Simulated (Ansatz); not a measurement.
Ansatz (a program for electronic structure) input (r2SCAN/def2-TZVP):

Ansatz 0.2 input:
```yaml
crystal:
  periodic: [false, false, false]
  atoms:
    - {symbol: Ti, position_ang: [-0.84283315, -0.23561811, 0.03778574]}
    - {symbol: H, position_ang: [-1.02411941, -1.22761485, 1.40743163]}
    - {symbol: H, position_ang: [-1.80361505, 1.15528482, 0.15801661]}
    - {symbol: H, position_ang: [-1.25062372, -1.06950092, -1.38014043]}
    - {symbol: S, position_ang: [1.32051351, 0.41536543, -0.12603821]}
    - {symbol: H, position_ang: [1.49247130, -0.32041739, 1.00001736]}
basis:
  gaussian:
    orbitals: def2-TZVP
hamiltonian:
  xc: {name: r2SCAN}
relax: {f_tol: 0.003, max_steps: 100}
```

End of the output:

```
mean field: 0.29 GiB planned
mean field evaluation 32: about -34013.2845 eV, gradient 6.3e-4 eV
mean field -34013.28446380 eV, -1249.9651490125 hartree, gradient 1.7e-5 eV, S^2 0.000000; 0 other end points of the search recorded, 0 dependent functions left out
the calculation of the forces begins
reference -34013.28447709 eV, -1249.9651495006 hartree; 21, 21 occupied and 85, 85 virtual orbitals, 850 factors
relax step   3: F+E_penalty+E_count = -34013.28446380 eV  Δ(F+E_penalty+E_count) = -9.584e-4 eV  max|allowed force component| = 9.723e-2 eV/Å  Δτ_max = 0.0446 Å  (36 SCF iters, accepted)
these checks for a lower state are left out or cut short: starts, cluster_reference, orbital_swaps, neighbouring_geometries, increment
integrals: 0.04 GiB planned
850 factors; their error is unknown
mean field: 0.29 GiB planned
mean field -34013.28496571 eV, -1249.9651674571 hartree, gradient 1.7e-5 eV, S^2 0.000000; 0 other end points of the search recorded, 0 dependent functions left out
the calculation of the forces begins
reference -34013.28497898 eV, -1249.9651679450 hartree; 21, 21 occupied and 85, 85 virtual orbitals, 850 factors
relax step   4: F+E_penalty+E_count = -34013.28496571 eV  Δ(F+E_penalty+E_count) = -5.019e-4 eV  max|allowed force component| = 9.703e-3 eV/Å  Δτ_max = 0.0195 Å  (35 SCF iters, accepted)
these checks for a lower state are left out or cut short: starts, cluster_reference, orbital_swaps, neighbouring_geometries, increment
integrals: 0.04 GiB planned
850 factors; their error is unknown
mean field: 0.29 GiB planned
mean field -34013.28499165 eV, -1249.9651684107 hartree, gradient 1.0e-5 eV, S^2 0.000000; 0 other end points of the search recorded, 0 dependent functions left out
the calculation of the forces begins
reference -34013.28500493 eV, -1249.9651688985 hartree; 21, 21 occupied and 85, 85 virtual orbitals, 850 factors
relax step   5: F+E_penalty+E_count = -34013.28499165 eV  Δ(F+E_penalty+E_count) = -2.595e-5 eV  max|allowed force component| = 6.054e-3 eV/Å  Δτ_max = 0.0059 Å  (28 SCF iters, accepted)
these checks for a lower state are left out or cut short: starts, cluster_reference, orbital_swaps, neighbouring_geometries, increment
integrals: 0.04 GiB planned
850 factors; their error is unknown
mean field: 0.29 GiB planned
mean field -34013.28499738 eV, -1249.9651686212 hartree, gradient 2.3e-5 eV, S^2 0.000000; 0 other end points of the search recorded, 0 dependent functions left out
the calculation of the forces begins
reference -34013.28501066 eV, -1249.9651691091 hartree; 21, 21 occupied and 85, 85 virtual orbitals, 850 factors
relax step   6: F+E_penalty+E_count = -34013.28499738 eV  Δ(F+E_penalty+E_count) = -5.728e-6 eV  max|allowed force component| = 7.823e-4 eV/Å  Δτ_max = 0.0012 Å  (28 SCF iters, accepted)
integrals: 0.04 GiB planned
850 factors; their error is unknown
mean field: 0.29 GiB planned
mean field evaluation 64: about -34013.2419 eV, gradient 4.4e0 eV
mean field -34013.28499738 eV, -1249.9651686212 hartree, gradient 2.3e-5 eV, S^2 0.000000; 1 other end points of the search recorded, 0 dependent functions left out
the calculation of the forces begins
reference -34013.28501066 eV, -1249.9651691091 hartree; 21, 21 occupied and 85, 85 virtual orbitals, 850 factors
Total energy: -34013.28501066 eV, -1249.9651691091 hartree
Atom 0 at    -0.839315    -0.233045     0.035328 Å, force    -0.000095    -0.000172     0.000215 eV/Å
Atom 1 at    -0.942443    -1.220043     1.425844 Å, force     0.000304     0.000273    -0.000285 eV/Å
Atom 2 at    -1.780830     1.177417     0.167860 Å, force     0.000290    -0.000258    -0.000270 eV/Å
Atom 3 at    -1.220325    -1.077599    -1.391197 Å, force     0.000123     0.000413     0.000194 eV/Å
Atom 4 at     1.304620     0.416199    -0.132958 Å, force    -0.000705    -0.000716     0.000782 eV/Å
Atom 5 at     1.370087    -0.345430     0.992196 Å, force     0.000082     0.000460    -0.000636 eV/Å
Dipole moment:     0.021465    -0.088095     0.135137 e Å
```
